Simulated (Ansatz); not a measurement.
Problem. Name a neutral molecule of B, C, F, O and H with LUMO energy (B3LYP/def2-TZVPP) between -1.20 and -0.90 eV and HOMO–LUMO gap (ωB97M-V/def2-TZVPP) between 12.15 and 12.45 eV (Ansatz, PBE0-D4/def2-TZVP geometry).

Solution. `CC(=O)OBF` (-1.10 eV, 12.32 eV). Other molecules can fit too; these were computed, each in one conformer that needn't be the lowest.

B3LYP here is the variant with VWN-RPA as its local correlation; programs differ in this.
